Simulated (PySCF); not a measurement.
# Spinor energies of Ag⁴³⁺ (silver, charge +43)

Start: [He] 2s2. Calculated with PySCF 2.14 in an even-tempered Gaussian basis (17 s from 5.3 bohr⁻², ratio 2.6; 13 p from 6.9 bohr⁻², ratio 2.6; 7 d from 7 bohr⁻², ratio 2.8; 4 f from 140 bohr⁻², ratio 2.8): generalised Hartree-Fock with the X2C-1e Hamiltonian and a Gaussian nucleus; spin-orbit coupling (SO) screened by Boettger's factors.

```tsv
spinor shell	electrons	ε, screened SO (eV)	weight of nominal j (screened SO)	rms radius, screened SO (bohr)
1s1/2	2	-29622.5	1.000	0.0354
2s1/2	2	-7081.1	1.000	0.137
```

| quantity | screened SO |
| --- | --- |
| E (hartree) | -2774.27632 |
| M_J | 0 |
| ⟨J²⟩ | 0.000 |
| ⟨L²⟩ | 0.000 |
| ⟨S²⟩ | 0.000 |

Breit and QED terms are absent; they matter most for the inner s and p1/2 levels.

Densities and radii are taken from the X2C orbitals without a picture-change correction, which distorts them close to the nucleus.
